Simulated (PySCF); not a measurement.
A side-by-side comparison of computed properties.

First species: C8H8FOP.
SMILES: `COC1=CC=C(/P=C\F)C=C1`

Second species: C₆H₆F₃P.
Numbering: `[CH:1]#[C:2][CH2:3][P:4]([CH:5]=[CH2:6])[C:7]([F:8])([F:9])[F:10]` (hydrogens: H11 on C1; H12, H13 on C3; H14 on C5; H15, H16 on C6)

Geometry (GFN2-xTB, Å), atoms numbered from 1 in this order:
```xyz
16
C6H6F3P angstrom
C      3.2787   -0.8285    0.2577
C      2.3834   -0.0967   -0.0523
C      1.2786    0.7584   -0.4165
P     -0.0817    0.5801    0.8538
C     -0.6014   -1.1108    0.4231
C     -1.8360   -1.5747    0.5393
C     -1.3726    1.4944   -0.1940
F     -2.5724    1.5190    0.3986
F     -1.5583    0.9735   -1.4193
F     -1.0005    2.7714   -0.3794
H      4.0811   -1.4526    0.5150
H      1.6047    1.8037   -0.4236
H      0.9028    0.4843   -1.4088
H      0.2211   -1.7567    0.1365
H     -2.6601   -0.9578    0.8592
H     -2.0750   -2.5982    0.2992
```

Levels: PBE0/pcSseg-1 for dipole moment, HOMO energy, LUMO energy and HOMO–LUMO gap; GFN2-xTB for rotational constant A and rotational constant C. Geometries: GFN2-xTB. All species are isolated and taken at one optimised geometry, non-relativistic unless stated; the electronic structure was computed with PySCF and density fitting.

The conformers computed, where there is a choice (atom-mapped SMILES and torsion angles):
- `[CH3:1][O:2][c:3]1[cH:4][cH:5][c:6](/[P:7]=[CH:8]\[F:9])[cH:10][cH:11]1`: C1–O2–C3–C4 0°, C5–C6–P7–C8 -49°
- `[CH:1]#[C:2][CH2:3][P:4]([CH:5]=[CH2:6])[C:7]([F:8])([F:9])[F:10]`: C2–C3–P4–C5 -70°, C3–P4–C5–C6 -149°, C3–P4–C7–F8 177°

**Question.** Which has the higher rotational constant A?

**Answer.** The first: 2.369 GHz against 1.771 GHz, a difference of 0.598 GHz.

**Question.** Which of the two has the higher rotational constant C, and by how much?

**Answer.** The second: 0.661 GHz against 0.429 GHz, a difference of 0.232 GHz.

**Question.** Which has the higher dipole moment?

**Answer.** The first: 2.02 D against 1.85 D, a difference of 0.17 D.

**Question.** Which has the higher HOMO energy?

**Answer.** The first: -6.39 eV against -7.37 eV, a difference of 0.98 eV.

**Question.** Which of the two has the higher LUMO energy, and by how much?

**Answer.** The second: -0.80 eV against -1.53 eV, a difference of 0.73 eV.

**Question.** Which has the higher HOMO–LUMO gap?

**Answer.** The second: 6.57 eV against 4.86 eV, a difference of 1.71 eV.

On the first: The dipole equals about 6.7 × 10⁻³⁰ C·m (1 D = 3.33564 × 10⁻³⁰ C·m).

On the second: The dipole matches unit charges of opposite sign 0.39 Å apart (1 e·Å = 4.8032 D).
